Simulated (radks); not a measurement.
Problem. The indium ion In+, 48 electrons, occupied as [Kr] 4d10 5s2. Method: non-relativistic Kohn-Sham, TASK exchange with Perdew-Wang LDA correlation, spin-polarised, spherical densities, point nucleus; meta-GGA in the generalised Kohn-Sham scheme; relativity is left out, which matters for an element this heavy; computed with a radial shooting solver on a logarithmic mesh with Libxc functionals. Some entries of the table are withheld. Estimate them.

orbital  occ.  eigenvalue (eV)  r(max) (bohr)
1s          2              (1)        0.02056
2s          2        -3959.064         0.1140
2p          6              (2)        0.08929
3s          2        -761.0955         0.3280
3p          6        -653.1675         0.3144
3d         10              (3)         0.2588
4s          2        -122.7446         0.7991
4p          6         -87.0569         0.8300
4d         10         -28.3363            (4)
5s          2         -14.7248            (5)

Solution. 
(1) 1s eigenvalue (eV): -26855.10
(2) 2p eigenvalue (eV): -3696.071
(3) 3d eigenvalue (eV): -452.7889
(4) 4d r(max) (bohr): 0.9265
(5) 5s r(max) (bohr): 2.200
